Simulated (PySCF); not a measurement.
Harmonic spectrum computed at B3LYP in the def2-TZVP basis family (core potentials from Rb on, PySCF, no spin–orbit coupling):

| ω (cm⁻¹) | IR (km/mol) |
| --- | --- |
| 619 | 132 |
| 1670 | 300 |
| 1686 | 82.5 |

Q: Which molecule gave it? In each, all ligands are bound to the one heavy central atom.
A. H₂S (singlet)
B. CrH₂ (quintet)
C. BeH₂ (singlet)
D. H₂O (singlet)
E. MgH₂ (singlet)

A: B. It has C2v symmetry with Cr–H 1.647 Å (×2).
